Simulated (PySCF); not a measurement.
Correlation energy of Sr (strontium, neutral)

[Kr] 5p2, high-spin 3P determinant (an excited configuration). Computed with PySCF 2.14 in x2c-TZVPPall (8s6p6d2f1g, 79 functions), with the spin-free X2C one-electron Hamiltonian (Gaussian nucleus). Frozen: [Ar] 3d10; 10 electrons correlated.

| level | correlation energy (mhartree) |
| --- | --- |
| CCSD | -210.94 |
| (T) | -8.79 |
| CCSD(T) | -219.73 |

Diagnostics: T1 = 0.019, D1 = 0.0601, largest double amplitude 0.329.

Question: Is a single reference adequate?

Answer: Not fully. A double-excitation amplitude exceeds 0.15, a sign of near-degeneracy.

This basis was not built for core-valence correlation, so the inner-shell part is incomplete.
